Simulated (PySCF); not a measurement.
BrClFH2NSi, SMILES N[Si](F)(Cl)Br. Atoms are numbered in the order given.

```xyz
7

N      2.0418    -0.1744     0.4401
Si     0.3947     0.1879     0.5224
F     -0.2849    -0.0957     1.9617
Cl     0.1190     2.1774     0.1698
Br    -0.6978    -1.0551    -0.9123
H      2.3859    -1.1059     0.2399
H      2.7580     0.4707     0.7529
```
Charge 0, spin multiplicity 1.

The structure is a stationary point at ωB97X-D3(BJ)/def2-SVP. This is a generated structure with no PubChem entry under its InChIKey; it may be hypothetical. The values are those of a single conformer.

These are PBE/def2-TZVP run with PySCF values and carry that method's errors.

Isolated molecule, no solvent.

Computed frontier levels, gap, dipole moment and polarisability:
- highest occupied level = -6.90 eV
- lowest empty level = -0.88 eV
- orbital gap = 6.02 eV
- dipole moment = 2.58 D
- quadrupole, principal values (traceless, Buckingham form, about the centre of nuclear charge) = -8.70, -0.61, 9.31 D·Å
- mean static polarisability = 61.2 bohr³ (9.07 Å³)
- polarisability, principal values = 50.3, 60.8, 72.5 bohr³
